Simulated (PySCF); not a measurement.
A calculated (r2SCANh, PySCF 2.14, aug-cc-pVTZ-DK, the spin-free X2C one-electron Hamiltonian (Gaussian nucleus)) atom or ion has these occupied shells.

```csv
shell,electrons,orbital energy (eV),"rms radius, mean of both spins (bohr)"
1s β,1,-5398.2,0.0768
1s α,1,-5398.2,0.0768
2s α,1,-616.89,0.334
2s β,1,-615.41,0.334
2p α,3,-513.95,0.304
2p β,3,-512.76,0.304
3s α,1,-78.121,1.03
3s β,1,-73.829,1.03
3p α,3,-50.690,1.12
3p β,3,-46.141,1.12
3d α,4,-10.609,1.72
```

Name the element and its charge.

V⁺ (vanadium, charge +1), in [Ar] 3d4, high-spin 5D determinant.
